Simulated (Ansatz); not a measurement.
C2H5N, SMILES `C=NC` (charge 0, multiplicity 1).

All values below come from frozen-core CCSD(T)/6-31g // B3LYP-D3(BJ)/def2-TZVP (Ansatz, an electronic-structure program).

Ansatz 0.2 input:
```yaml
crystal:
  periodic: [false, false, false]
  atoms:
    - { symbol: C, position_ang: [1.253316, -0.351425, -0.094057] }
    - { symbol: N, position_ang: [0.253592, 0.066653, -0.734945] }
    - { symbol: C, position_ang: [-0.979816, 0.290891, -0.010559] }
    - { symbol: H, position_ang: [1.236977, -0.5544, 0.985625] }
    - { symbol: H, position_ang: [2.190676, -0.526859, -0.61831] }
    - { symbol: H, position_ang: [-1.767844, -0.321039, -0.454682] }
    - { symbol: H, position_ang: [-1.279183, 1.333774, -0.134952] }
    - { symbol: H, position_ang: [-0.90772, 0.062404, 1.061881] }
basis:
  gaussian: { orbitals: "6-31g" }
correlation:
  method: ccsd_t
```

Output:

```
Functional definition: HF
546 factors; integrals over basis functions are off by at most 2.6e-4 eV
mean field evaluation 1: about -3617.5341 eV, gradient 2.2e1 eV
mean field evaluation 2: about -3617.5368 eV, gradient 2.2e1 eV
mean field evaluation 4: about -3618.9487 eV, gradient 3.0e0 eV
mean field evaluation 8: about -3618.9839 eV, gradient 5.1e-5 eV
mean field evaluation 16: about -3618.9468 eV, gradient 3.0e0 eV
mean field -3618.98378441 eV, -132.9952010418 hartree, gradient 2.3e-6 eV, S^2 0.000000; 0 other end points of the search recorded, 0 dependent functions left out; unrestricted orbitals would lower it
3 core orbitals not correlated
reference -3618.98378441 eV, -132.9952010418 hartree; 9, 9 occupied and 25, 25 virtual orbitals, 546 factors
second order -7.96200876 eV of doubles, -0.00000000 eV of singles
cycle   1  -8.37618570 eV  change   -4.1e-1 eV  update   7.6e-2
cycle   2  -8.71395703 eV  change   -3.4e-1 eV  update   2.8e-2
cycle   3  -8.79924670 eV  change   -8.5e-2 eV  update   1.2e-2
cycle   4  -8.80295047 eV  change   -3.7e-3 eV  update   3.3e-3
cycle   5  -8.80473461 eV  change   -1.8e-3 eV  update   1.0e-3
cycle   6  -8.80443893 eV  change    3.0e-4 eV  update   2.5e-4
cycle   7  -8.80438590 eV  change    5.3e-5 eV  update   6.7e-5
cycle   8  -8.80441209 eV  change   -2.6e-5 eV  update   2.2e-5
cycle   9  -8.80440638 eV  change    5.7e-6 eV  update   5.9e-6
perturbative correction -0.23264897 eV, -0.0085496919 hartree
Total energy: -3628.02083976 eV, -133.3273067005 hartree
```
